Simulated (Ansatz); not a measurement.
Start from `N=C(O)[O][InH2]` and change one atom or group to get `COC(=N)O`.

Ansatz, PBE0-D4/def2-TZVP geometries, multiplicity 1. Each molecule was computed in one conformer, which needn't be the lowest.

Elements past krypton have def2 core potentials.

| property | `N=C(O)[O][InH2]` |
| --- | --- |
| LUMO energy (ωB97M-V/def2-TZVPP) / eV | -0.70 |
| LUMO energy (PBE0/def2-TZVPP) / eV | -2.19 |
| HOMO–LUMO gap (ωB97M-V/def2-TZVPP) / eV | 8.72 |
| LUMO energy (B3LYP/def2-TZVPP) / eV | -2.50 |
| size of the dipole moment (PBE/def2-TZVPP) / D | 3.68 |
| HOMO energy (PBE/def2-TZVPP) / eV | -5.76 |

(1) Give the same properties after the change, and the shifts. (An estimate is asked.)

Results:

(1) Ansatz gave: 
```tsv
property	`COC(=N)O`	shift
LUMO energy (ωB97M-V/def2-TZVPP) / eV	2.47	3.17
LUMO energy (PBE0/def2-TZVPP) / eV	1.04	3.23
HOMO–LUMO gap (ωB97M-V/def2-TZVPP) / eV	12.57	3.85
LUMO energy (B3LYP/def2-TZVPP) / eV	0.67	3.17
size of the dipole moment (PBE/def2-TZVPP) / D	1.89	-1.79
HOMO energy (PBE/def2-TZVPP) / eV	-6.34	-0.58
```

With PBE0 the HOMO falls by 0.66 eV and the LUMO rises by 3.23 eV, so the gap widens by about 3.89 eV. PBE moves the HOMO by -0.58 eV and ωB97M-V by -0.67 eV. Dipoles are sizes alone; their direction can turn.

B3LYP here is the variant with VWN-RPA as its local correlation; programs differ in this.
